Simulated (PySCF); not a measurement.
Simulation results for CH4BGeO, AlBGeH3O, BClGeHO, BGeH2O2 and others

All values are calculated (PySCF 2.14.0). Calculation on a computer-drawn molecule: optimised geometry and harmonic frequencies of an isolated molecule of the commonest isotopes, restricted reference for singlets and unrestricted otherwise, frozen core in MP2; on germanium a core potential holds 10 electrons, which the energies leave out, and 3d is frozen in MP2 and coupled-cluster steps.

Common to all runs: multiplicity 1.

(1) CH4BGeO

Start structure:
```xyz
8
CH4BGeO
O     -1.7699     2.0976     2.9600
B     -1.4816     1.5035     2.0394
C     -1.1051     0.5837     0.7111
Ge    -2.6056     0.3219    -0.4395
H     -0.3258     1.2117     0.1396
H     -0.6633    -0.3270     1.0378
H     -3.5437    -0.9312    -0.3240
H     -3.0839     1.2151    -1.5443
```

It was run with charge 1, method HF, basis cc-pVDZ and basis and core potential on germanium cc-pVDZ-PP ECP10MDF.

The calculation gives: rotational constants 16.18, 2.076, 1.91 GHz; total energy -432.8888 hartree; convergence status largest gradient component 3.625e-05 hartree/bohr.

Drawn bonds:
```
atom  other atom  order
   1           2      2
   2           3      1
   3           4      1
   3           5      1
   3           6      1
   4           7      1
   4           8      1
```

Optimised structure:
```xyz
8
CH4BGeO
O     -1.9107     2.0649     2.8520
B     -1.4758     1.4410     1.9504
C     -1.0696     0.6162     0.6958
Ge    -2.6288     0.3194    -0.3939
H     -0.3295     1.1736     0.1160
H     -0.6612    -0.3482     1.0073
H     -3.4846    -0.9095    -0.1878
H     -3.0187     1.3179    -1.4598
```

Modes:
```
frequency (cm⁻¹)  reduced mass (dalton)
           90.77                  1.102
           95.65                  7.794
           369.1                  2.878
             466                  8.622
           508.7                  1.052
             625                  1.926
           749.7                  1.773
           863.8                  1.675
           865.5                  2.789
           934.8                  1.058
            1150                  1.078
            1203                   1.47
            1496                  1.091
            2212                  12.18
            2331                  1.015
            2358                  1.027
            3203                  1.057
            3281                  1.107
```

(2) AlBGeH3O

Start structure:
```xyz
7
AlBGeH3O
O      0.5258     1.0205     3.7299
B      0.3736     0.9265     2.5461
Al     0.2230     0.6871     0.5465
Ge    -0.1918     2.3558    -1.4833
H      0.3187    -0.5184    -0.5323
H     -0.4630     3.4285    -2.5732
H     -0.0982     1.0854    -2.4445
```

Settings of this run: charge 1, method HF, basis cc-pV(D+d)Z and basis and core potential on germanium cc-pVDZ-PP ECP10MDF.

It finds rotational constants 7.645, 1.208, 1.057 GHz; total energy -636.3596 hartree; convergence status largest gradient component 7.918e-06 hartree/bohr.

Drawn bonds:
```
atom  other atom  order
   1           2      2
   2           3      1
   3           4      1
   3           5      1
   4           6      1
   4           7      1
```

Optimised structure:
```xyz
7
AlBGeH3O
O      1.0145     1.6227     3.1303
B      0.5985     1.0585     2.1812
Al    -0.1176     0.2201     0.3898
Ge    -0.0605     2.0097    -1.5071
H     -0.6608    -1.1466    -0.1043
H     -1.1996     2.9628    -1.8529
H      1.1136     2.2583    -2.4479
```

Modes:
```
frequency (cm⁻¹)  reduced mass (dalton)
           61.29                   12.4
           107.8                   1.05
           252.2                  3.308
           260.7                  17.18
           318.4                  4.578
           336.2                  1.123
           476.1                  1.399
           493.5                  7.611
           537.8                  1.204
           640.7                  1.155
           966.3                   1.03
            2117                  1.057
            2172                  10.77
            2269                  1.017
            2286                  1.025
```

(3) AlBGeH3O

Start structure:
```xyz
7
AlBGeH3O
O      1.0145     1.6227     3.1303
B      0.5985     1.0585     2.1812
Al    -0.1176     0.2201     0.3898
Ge    -0.0605     2.0097    -1.5071
H     -0.6608    -1.1466    -0.1043
H     -1.1996     2.9628    -1.8529
H      1.1136     2.2583    -2.4479
```

It was run with charge 1, method MP2, basis cc-pV(D+d)Z and basis and core potential on germanium cc-pVDZ-PP ECP10MDF.

The calculation gives: rotational constants 7.509, 1.22, 1.063 GHz; total energy -636.7491 hartree; convergence status largest gradient component 1.166e-05 hartree/bohr.

Drawn bonds:
```
atom  other atom  order
   1           2      2
   2           3      1
   3           4      1
   3           5      1
   4           6      1
   4           7      1
```

Optimised structure:
```xyz
7
AlBGeH3O
O      1.0228     1.6439     3.1374
B      0.5933     1.0638     2.1545
Al    -0.1204     0.2064     0.3950
Ge    -0.0617     1.9947    -1.4940
H     -0.6676    -1.1558    -0.1197
H     -1.1948     2.9682    -1.8449
H      1.1166     2.2644    -2.4393
```

Modes:
```
frequency (cm⁻¹)  reduced mass (dalton)
           56.29                     12
           113.6                  1.058
           227.7                  3.757
             249                  14.88
           292.5                  4.718
           311.1                  1.083
           454.6                  1.377
           484.7                  5.854
           507.8                  1.244
           610.3                  1.179
           918.9                   1.03
            1903                  12.25
            2073                  1.046
            2202                  1.017
            2225                  1.025
```

(4) BClGeHO

Start structure:
```xyz
5
BClGeHO
O     -2.7130    -0.2664    -1.0658
B     -2.2440     0.7915    -0.7006
Ge    -1.6960     2.7290    -0.1154
Cl     0.5814     2.3669    -0.5641
H     -1.5810     2.1572     1.4195
```

It was run with charge -1, method HF, basis aug-cc-pV(D+d)Z and basis and core potential on germanium aug-cc-pVDZ-PP ECP10MDF.

Results for BClGeHO: rotational constants 4.691, 2.083, 1.464 GHz; total energy -853.1716 hartree; convergence status largest gradient component 1.346e-05 hartree/bohr.

Drawn bonds:
```
atom  other atom  order
   1           2      2
   2           3      1
   3           4      1
   3           5      1
```

Optimised structure:
```xyz
5
BClGeHO
O     -2.7287    -0.2983    -1.1168
B     -2.2888     0.7465    -0.7103
Ge    -1.6918     2.7121    -0.0692
Cl     0.6191     2.3860    -0.5714
H     -1.5624     2.2319     1.4414
```

Modes:
```
frequency (cm⁻¹)  reduced mass (dalton)
           96.01                  22.97
             277                  33.77
           292.9                  4.739
           332.5                  12.24
           414.3                   11.9
           690.4                  1.042
           727.3                  1.228
            1917                  1.033
            1987                  10.94
```

(5) BClGeHO

Start structure:
```xyz
5
BClGeHO
O     -2.7287    -0.2983    -1.1168
B     -2.2888     0.7465    -0.7103
Ge    -1.6918     2.7121    -0.0692
Cl     0.6191     2.3860    -0.5714
H     -1.5624     2.2319     1.4414
```

Settings of this run: charge -1, method MP2, basis aug-cc-pV(D+d)Z and basis and core potential on germanium aug-cc-pVDZ-PP ECP10MDF.

Results for BClGeHO: rotational constants 4.657, 2.086, 1.462 GHz; total energy -853.6942 hartree; convergence status largest gradient component 2.569e-06 hartree/bohr.

Drawn bonds:
```
atom  other atom  order
   1           2      2
   2           3      1
   3           4      1
   3           5      1
```

Optimised structure:
```xyz
5
BClGeHO
O     -2.7329    -0.3102    -1.1224
B     -2.2775     0.7606    -0.6909
Ge    -1.6894     2.7269    -0.0772
Cl     0.6128     2.3830    -0.5735
H     -1.5655     2.2178     1.4377
```

Modes:
```
frequency (cm⁻¹)  reduced mass (dalton)
           86.57                  23.12
           261.7                  4.599
           288.8                  37.73
           318.4                  12.87
           388.2                  12.09
           644.7                  1.057
           665.2                  1.206
            1778                  11.68
            1861                  1.027
```

(6) BGeH2O2

Start structure:
```xyz
6
BGeH2O2
O     -2.0286     2.1931    -1.3327
B     -1.8019     1.9021    -0.2210
Ge    -1.3895     1.5285     1.9194
O      0.0144     0.1598     1.4974
H     -2.9991     0.3405     1.7154
H     -0.3711    -0.3071     0.8039
```

It was run with charge -1, method HF, basis aug-cc-pVDZ and basis and core potential on germanium aug-cc-pVDZ-PP ECP10MDF.

Results for BGeH2O2: rotational constants 10.13, 2.526, 2.072 GHz; total energy -469.0731 hartree; convergence status largest gradient component 3.562e-05 hartree/bohr.

Drawn bonds:
```
atom  other atom  order
   1           2      2
   2           3      1
   3           4      1
   3           5      1
   4           6      1
```

Optimised structure:
```xyz
6
BGeH2O2
O     -2.0422     2.3409    -1.4050
B     -1.8639     1.9518    -0.2757
Ge    -1.5105     1.4232     1.8152
O     -0.1043     0.2048     1.5351
H     -2.7306     0.3705     1.7912
H     -0.3243    -0.4743     0.9216
```

Modes:
```
frequency (cm⁻¹)  reduced mass (dalton)
           127.2                  7.492
           259.1                  2.072
           304.3                  3.075
           327.4                  2.631
           414.3                   10.8
           570.6                  11.28
           712.5                  1.193
           754.9                  1.071
           945.7                  1.138
            1809                  1.024
            1961                  12.06
            4193                  1.067
```

(7) BGeH2O2

Start structure:
```xyz
6
BGeH2O2
O     -2.0422     2.3409    -1.4050
B     -1.8639     1.9518    -0.2757
Ge    -1.5105     1.4232     1.8152
O     -0.1043     0.2048     1.5351
H     -2.7306     0.3705     1.7912
H     -0.3243    -0.4743     0.9216
```

Here we set charge -1, method MP2, basis aug-cc-pVDZ and basis and core potential on germanium aug-cc-pVDZ-PP ECP10MDF.

It finds rotational constants 9.615, 2.508, 2.039 GHz; total energy -469.6591 hartree; convergence status largest gradient component 9.299e-06 hartree/bohr.

Drawn bonds:
```
atom  other atom  order
   1           2      2
   2           3      1
   3           4      1
   3           5      1
   4           6      1
```

Optimised structure:
```xyz
6
BGeH2O2
O     -2.0370     2.3332    -1.4171
B     -1.8719     1.9288    -0.2526
Ge    -1.5201     1.4411     1.8312
O     -0.0691     0.1850     1.5589
H     -2.7448     0.3831     1.7802
H     -0.3329    -0.4543     0.8817
```

Modes:
```
frequency (cm⁻¹)  reduced mass (dalton)
           110.1                  7.586
           233.6                  2.201
           285.1                  1.914
           322.7                  4.736
           376.6                  10.67
           517.4                   12.9
           652.8                  1.174
           693.3                  1.087
           879.1                  1.116
            1756                   6.26
            1781                  1.111
            3822                  1.067
```

(8) BGeH4OSi

Start structure:
```xyz
8
BGeH4OSi
O      0.1809     1.9610    -3.6422
B      0.1883     1.6224    -2.4406
Ge     0.1954     0.7946    -0.6533
Si    -0.2592    -1.5518    -0.6354
H      1.4565     0.9028     0.1091
H     -0.8753     1.3898     0.1919
H     -1.6413    -2.2009    -0.5742
H      0.7330    -2.6385    -0.7236
```

Here we set charge 1, method HF, basis cc-pV(D+d)Z and basis and core potential on germanium cc-pVDZ-PP ECP10MDF.

Results for BGeH4OSi: rotational constants 4.604, 2.124, 1.509 GHz; total energy -683.9350 hartree; convergence status largest gradient component 1.3e-05 hartree/bohr.

Drawn bonds:
```
atom  other atom  order
   1           2      2
   2           3      1
   3           4      1
   3           5      1
   3           6      1
   4           7      1
   4           8      1
```

Optimised structure:
```xyz
8
BGeH4OSi
O      0.1420     1.6497    -3.6100
B      0.1795     1.4573    -2.4482
Ge     0.1962     0.8879    -0.4788
Si    -0.2772    -1.5137    -0.7140
H      1.5641     0.9571     0.1662
H     -0.9605     1.4394     0.3272
H     -1.6361    -2.0707    -0.7199
H      0.7704    -2.5276    -0.8908
```

Modes:
```
frequency (cm⁻¹)  reduced mass (dalton)
           40.35                  1.029
              69                  8.917
             267                   2.94
           310.4                  10.05
             349                   7.28
           375.3                  1.082
           452.3                  14.71
           556.4                  1.349
           642.1                   1.19
           705.4                  1.115
           744.3                  1.086
           920.4                  1.025
            1031                  1.065
            2185                  12.38
            2308                  1.015
            2319                  1.026
            2385                  1.029
            2420                  1.056
```
